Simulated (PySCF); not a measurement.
Cartesian coordinates (Å):
```xyz
14

Nb    -0.1749     0.1278    -0.2015
F      1.1257     1.1761     0.7581
N     -1.3439     0.6985     1.3150
H     -0.9583     1.2178     2.1027
H     -2.2552     0.3105     1.5439
N     -0.4200     1.1379    -1.8738
H     -1.0544     1.9271    -1.9910
H      0.1845     1.0602    -2.6909
N     -1.4694    -1.3397    -0.6244
H     -1.9892    -1.3858    -1.4998
H     -1.7243    -2.1438    -0.0520
N      1.3239    -1.1928    -0.2354
H      1.2466    -2.1764    -0.4806
H      2.1888    -1.0086     0.2714
```
Charge 0, multiplicity 1.

Task: What HOMO, total energy, LUMO, charge on the central atom (Mulliken) and HOMO–LUMO gap does TPSSh-D3(BJ)/def2-TZVP // r2SCAN-D4/def2-SVP in PySCF give?

Result: 
```
Quantity                                      Value
-------------------------------------  ------------
HOMO                                       -6.36 eV
total energy                           -380.9858 Ha
LUMO                                       -1.62 eV
charge on the central atom (Mulliken)        1.83 e
HOMO–LUMO gap                               4.74 eV
```
